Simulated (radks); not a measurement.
Charge is removed step by step from the 5s down level of Sm, starting from [Kr] 4d10 4f6 5s(up 1, down 1) 5p6 6s2. All-electron calculation, scalar-relativistic Kohn-Sham, PBE, spin-polarised, spherical densities, point nucleus; open shells are filled with parallel spins first (spin-orbit coupling, left out, can overturn this in heavy ions). Program: a radial shooting solver on a logarithmic mesh with Libxc functionals.

removed (e) = 0: E - E(0) (eV) 0.000; eigenvalue (eV) -41.457; E minus straight line (eV) 0.000
removed (e) = 0.25: E - E(0) (eV) 10.669; eigenvalue (eV) -43.976; E minus straight line (eV) -0.996
removed (e) = 0.5: E - E(0) (eV) 21.984; eigenvalue (eV) -46.621; E minus straight line (eV) -1.346
removed (e) = 0.75: E - E(0) (eV) 33.974; eigenvalue (eV) -49.366; E minus straight line (eV) -1.021
removed (e) = 1: E - E(0) (eV) 46.660; eigenvalue (eV) -52.195; E minus straight line (eV) 0.000

Removing the whole electron costs 46.660 eV by Delta-SCF, against 41.457 eV from minus the eigenvalue at the starting occupation. Slater's transition state (half an electron removed) gives 46.621 eV. Integrating minus the eigenvalue over the occupation (Janak's theorem) gives 46.689 eV. In this scalar-relativistic scheme the density is built from large components alone, so the theorem holds only approximately. The mean slope of the eigenvalue, de/dn, is 10.7 eV per electron.
